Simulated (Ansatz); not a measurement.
Relaxation of BClH$_{5}$OP (9 atoms, charge 0, multiplicity 1), to a largest force component of 0.03 eV/Å in at most 50 steps.

Computed with RKS revPBE/6-31G* (Ansatz).

```xyz
9
Properties=species:S:1:pos:R:3
B 0.117 0.534 -0.241
Cl 0.402 -0.397 2.672
O 1.216 -0.082 -0.779
H 1.037 -1.029 -0.938
H -0.943 -0.031 -0.105
P 0.203 2.439 0.001
H -0.538 2.604 1.215
H 1.505 2.617 0.575
H 0.441 0.760 1.995
```

**Question.** Where does it end, and by what steps?

**Answer.** It converged. After 36 steps the energy has fallen by 0.271 eV; H5 moved furthest, 1.59 Å.

| step | energy less start (eV) | largest force component (eV/Å) | accepted |
| --- | --- | --- | --- |
| 0 | 0.0000 | 0.610 | yes |
| 2 | -0.0638 | 0.720 | yes |
| 4 | -0.1084 | 0.489 | yes |
| 6 | -0.1156 | 0.219 | yes |
| 8 | -0.1202 | 0.151 | yes |
| 10 | -0.1228 | 0.032 | yes |
| 12 | -0.1241 | 0.047 | yes |
| 14 | -0.1254 | 0.068 | yes |
| 16 | -0.1281 | 0.191 | yes |
| 18 | -0.1391 | 0.525 | yes |
| 20 | -0.1721 | 0.625 | yes |
| 22 | -0.2194 | 0.421 | yes |
| 24 | -0.2405 | 0.342 | yes |
| 26 | -0.2400 | 0.558 | no |
| 28 | -0.2606 | 0.094 | yes |
| 30 | -0.2653 | 0.108 | yes |
| 32 | -0.2687 | 0.098 | yes |
| 34 | -0.2701 | 0.051 | yes |
| 36 | -0.2706 | 0.024 | yes |

```xyz
9
Properties=species:S:1:pos:R:3
B 0.021 0.810 -0.507
Cl 1.889 -0.572 3.191
O 0.544 -0.225 0.246
H 0.356 -1.097 -0.158
H -0.573 0.559 -1.531
P 0.413 2.637 -0.024
H -0.909 3.150 -0.228
H 0.330 2.529 1.402
H 1.371 -0.374 2.003
```

The run took 2.8 min on 1 thread of Arm Neoverse N1, with other jobs on the host, peak memory 0.14 GiB.
